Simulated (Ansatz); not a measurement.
`CC(C)[NH][Sn]([Cl])([Cl])[Cl]` → 3 C• + 3 Cl• + 8 H• + N• + Sn•  (atomization)

Computed with Ansatz on PBE0-D4/def2-TZVP structures; ΔE is electronic, products minus reactants. CBS: MP2 limit from def2 TZ/QZ plus the TZ coupled-cluster correction, frozen cores. This one scheme is used for every species, atoms too. For atomizations the MP2-based limit and the directly extrapolated one differ by several kJ/mol either way, and by 10 to 25 for some Ge, Se and Sn compounds, so smaller differences from it don't rank the levels. Functionals use def2-TZVPP. B3LYP here is the variant with VWN-RPA as its local correlation; programs differ in this. HSE06 is defined as in plane-wave codes. No spin–orbit coupling; open shells (•) take unrestricted orbitals. Spin–orbit coupling would lower the free atoms: a little for C, Cl; strongly for Sn. def2 core potentials past Kr. Bonds to Sn are less sure, by a few kJ/mol each and by 10 to 20 or more in all where they break to atoms, as the def2 sets lack core-valence functions. One conformer a species, not always the lowest.

Q: What is ΔE at CCSD(T)/CBS? (Estimate.)

A: The calculation gave: +5751.0 kJ/mol.

Q: What do these levels give: LDA (SPW92), PBE-D4, BLYP-D4, r2SCAN-D4, B3LYP-D4, r2SCAN0-D4, CAM-B3LYP-D4, ωB97M-V, B3LYP, r2SCANh, HSE06, HF/def2-TZVPP? (Estimate.)

A: Ansatz gave: LDA (SPW92) 6565.1, PBE-D4 5844.6, BLYP-D4 5680.9, r2SCAN-D4 5739.5, B3LYP-D4 5699.6, r2SCAN0-D4 5659.4, CAM-B3LYP-D4 5722.2, ωB97M-V 5745.5, B3LYP 5615.8, r2SCANh 5691.2, HSE06 5716.3, HF/def2-TZVPP 4133.1 kJ/mol.

Largest T1 diagnostic among the species: 0.011.

From r2SCAN to r2SCAN0 (25 % exact exchange), in def2-TZVPP and without D4, ΔE moves by −82.8 kJ/mol: exact exchange takes away binding that semilocal exchange gives to molecules. Leaving LDA and LC-ωPBE aside and taking each functional with its dispersion term where it has one, the values, not all of them listed here, spread over 286.7 kJ/mol, from BHLYP-D4 to PBE-D4. LDA lies +772.9 kJ/mol from PBE without D4, its usual overbinding.
